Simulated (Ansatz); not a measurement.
(1) Predict a relaxed structure of Ge(vinyl)(NMe2)3 (C₈H₂₁GeN₃), charge 0, singlet, at PBE-D4/def2-SVP (Ansatz).

Results:

(1) 
Cartesian coordinates in Å:
```
Ge 0.049 0.200 0.355
C 0.940 0.907 1.942
C 2.280 0.856 2.062
H 0.340 1.345 2.761
H 2.912 0.422 1.267
H 2.808 1.244 2.951
N -1.101 1.460 -0.353
C -1.975 2.234 0.499
C -1.450 1.476 -1.755
H -2.003 3.306 0.187
H -1.628 2.210 1.552
H -3.033 1.867 0.491
H -0.753 0.829 -2.325
H -2.491 1.111 -1.951
H -1.387 2.507 -2.182
N -0.854 -1.343 0.829
C -0.317 -2.285 1.784
C -1.947 -1.834 0.022
H -1.107 -2.642 2.489
H 0.481 -1.811 2.392
H 0.124 -3.199 1.308
H -2.344 -1.023 -0.621
H -1.662 -2.687 -0.647
H -2.790 -2.194 0.660
N 1.257 -0.166 -0.999
C 2.054 0.880 -1.598
C 1.618 -1.514 -1.370
H 3.141 0.807 -1.334
H 1.696 1.877 -1.267
H 1.995 0.860 -2.714
H 0.944 -2.240 -0.874
H 1.534 -1.678 -2.474
H 2.670 -1.780 -1.086
```
 This is one stationary point.
